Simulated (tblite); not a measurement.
Compound: C3H3F3O2S.
Geometry (GFN2-xTB, Å), atoms numbered from 1 in this order:
```
atom  x, y, z in Å
C1     1.967   -0.011    0.432
C2     1.003   -0.664   -0.177
S3    -0.316    0.269   -0.940
O4    -0.823   -0.406   -2.089
O5     0.019    1.654   -1.018
C6    -1.644    0.119    0.410
F7    -1.180    0.660    1.537
F8    -1.887   -1.170    0.651
F9    -2.776    0.716    0.078
H10    2.787   -0.506    0.924
H11    1.954    1.068    0.439
H12    0.897   -1.729   -0.273
```

Structure optimised with GFN2-xTB, isolated species.

Masses are those of the commonest isotopes; rigid-rotor values at the optimised geometry. The values belong to one conformer with, in the numbering `[CH2:1]=[CH:2][S:3](=[O:4])(=[O:5])[C:6]([F:7])([F:8])[F:9]`, C1–C2–S3–O4 148°.

What are A, B and C (MHz)?

Ia = 253.65, Ib = 390.22, Ic = 449.01 u·Å²; 505379 MHz·u·Å²/I gives A = 1992, B = 1295, C = 1126 MHz.

Classify the top.

An asymmetric top. Ray's parameter κ = (2B − A − C)/(A − C) = -0.609; −1 is the prolate and +1 the oblate limit.

Is it planar, by Δ = Ic − Ia − Ib?

Not planar: Δ = Ic − Ia − Ib = -194.86 u·Å². For a rigid frame Δ = −2 Σ m c², so Σ m c² = 97.43 u·Å² lies off the ab plane: 4.64 from hydrogen and 92.79 from heavier atoms. The atom farthest from that plane is 1.81 Å away.

Give the other two planar moments, Paa and Pbb, and the rms extents of the mass along the axes.

Paa = Σ m a² = (Ib + Ic − Ia)/2 = 292.79 and Pbb = Σ m b² = (Ia + Ic − Ib)/2 = 156.22 u·Å². With the mass M = 159.98 u, the rms extents √(P/M) along a, b and c are 1.35, 0.99, 0.78 Å.

Its GFN2-xTB frequencies are all real (lowest 32 cm⁻¹). No vibrational averaging or centrifugal distortion is included, and the geometry carries the error of its method.

The numbers are calculated, not measured.
